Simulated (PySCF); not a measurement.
Ligand exchange on a metal centre used in film growth or etching (Hf Br-H). Isolated molecules, 0 K electronic values unless said otherwise.

Calculation: TPSSh-D3(BJ)/def2-TZVP // TPSS-D3(BJ)/def2-SVP (PySCF). 

```tsv
species	HOMO–LUMO gap (eV)	charge on the central atom (Mulliken) (e)
0 of 4 Br replaced by H ([Hf(Br)4])	5.40	(withheld)
1 of 4 Br replaced by H ([Hf(Br)3(H)])	5.47	1.07
2 of 4 Br replaced by H ([Hf(Br)2(H)2])	5.34	(withheld)
3 of 4 Br replaced by H ([Hf(Br)(H)3])	5.39	0.90
```

Q: What belongs in the gaps?

A: 
- 0 of 4 Br replaced by H ([Hf(Br)4]), charge on the central atom (Mulliken) (e): 1.20
- 2 of 4 Br replaced by H ([Hf(Br)2(H)2]), charge on the central atom (Mulliken) (e): 0.98
